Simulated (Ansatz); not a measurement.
One change: `[CH3][Ti]12345678([Cl])([C@H]9[C@@H]1[C@@H]2[C@@H]3[C@H]94)[C@H]1[C@@H]5[C@@H]6[C@@H]7[C@H]18` becomes `[CH3][Hf]12345678([Cl])([C@H]9[C@@H]1[C@@H]2[C@@H]3[C@H]94)[C@H]1[C@@H]5[C@@H]6[C@@H]7[C@H]18`.

Ansatz, PBE0-D4/def2-TZVP geometries, multiplicity 1. 

Elements past krypton have def2 core potentials. Scalar relativity is left out up to krypton.

```csv
property,`[CH3][Ti]12345678([Cl])([C@H]9[C@@H]1[C@@H]2[C@@H]3[C@H]94)[C@H]1[C@@H]5[C@@H]6[C@@H]7[C@H]18`
HOMO energy (B3LYP/def2-TZVPP) / eV,-6.36
size of the dipole moment (PBE/def2-TZVPP) / D,3.31
HOMO–LUMO gap (B3LYP/def2-TZVPP) / eV,4.24
HOMO–LUMO gap (ωB97M-V/def2-TZVPP) / eV,8.89
LUMO energy (B3LYP/def2-TZVPP) / eV,-2.11
HOMO energy (PBE0/def2-TZVPP) / eV,-6.56
```

(1) Give the same properties after the change, and the shifts. (Best estimate.)

## Answers

(1) The calculation gave: 
```tsv
property	`[CH3][Hf]12345678([Cl])([C@H]9[C@@H]1[C@@H]2[C@@H]3[C@H]94)[C@H]1[C@@H]5[C@@H]6[C@@H]7[C@H]18`	shift
HOMO energy (B3LYP/def2-TZVPP) / eV	-6.63	-0.27
size of the dipole moment (PBE/def2-TZVPP) / D	3.07	-0.24
HOMO–LUMO gap (B3LYP/def2-TZVPP) / eV	5.32	1.08
HOMO–LUMO gap (ωB97M-V/def2-TZVPP) / eV	9.76	0.87
LUMO energy (B3LYP/def2-TZVPP) / eV	-1.31	0.80
HOMO energy (PBE0/def2-TZVPP) / eV	-6.85	-0.29
```

With PBE0 the HOMO falls by 0.29 eV and the LUMO rises by 0.76 eV, so the gap widens by about 1.05 eV. PBE moves the HOMO by -0.27 eV and ωB97M-V by -0.28 eV. Dipoles are sizes alone; their direction can turn.

B3LYP here is the variant with VWN-RPA as its local correlation; programs differ in this.

Positive LUMOs are unbound, so they and the gaps depend on the basis.
